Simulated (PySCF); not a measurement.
CH₄OSe₂. Atoms are numbered in the order given.

```xyz
8

Se     0.4538    -0.1929     0.8635
O      1.6919    -0.6531    -0.3555
C      1.3475    -1.7383    -1.1924
H      0.4940    -1.4851    -1.8483
H      2.2257    -1.9430    -1.8235
H      1.0957    -2.6452    -0.6131
Se    -1.1438     0.8421    -0.4234
H     -1.9765    -0.3433    -0.6807
```

Geometry: ωB97X-D3(BJ)/def2-SVP. The values are those of a single conformer.

Level of theory: PBE/pcSseg-1 (PySCF).

GIAO shieldings, no solvent; atoms alike by connectivity are averaged. δ = σ(ref) − σ: ⁷⁷Se against Me2Se (σ = 1634.8 ppm); ¹⁷O against H2O (σ = 334.3 ppm); ¹³C against TMS (σ = 182.0 ppm); ¹H against TMS (σ = 31.49 ppm), references at their B3LYP-D3(BJ)/def2-TZVP geometries, non-relativistic.

```json
[
 {"nucleus": "⁷⁷Se", "atoms": "Se1", "count": "1", "δ (ppm)": "1450.2"},
 {"nucleus": "⁷⁷Se", "atoms": "Se7", "count": "1", "δ (ppm)": "98.2"},
 {"nucleus": "¹⁷O", "atoms": "O2", "count": "1", "δ (ppm)": "53.3"},
 {"nucleus": "¹³C", "atoms": "C3", "count": "1", "δ (ppm)": "64.6"},
 {"nucleus": "¹H", "atoms": "H8", "count": "1", "δ (ppm)": "4.80"},
 {"nucleus": "¹H", "atoms": "H4, H5, H6", "count": "3", "δ (ppm)": "3.86"}
]
```
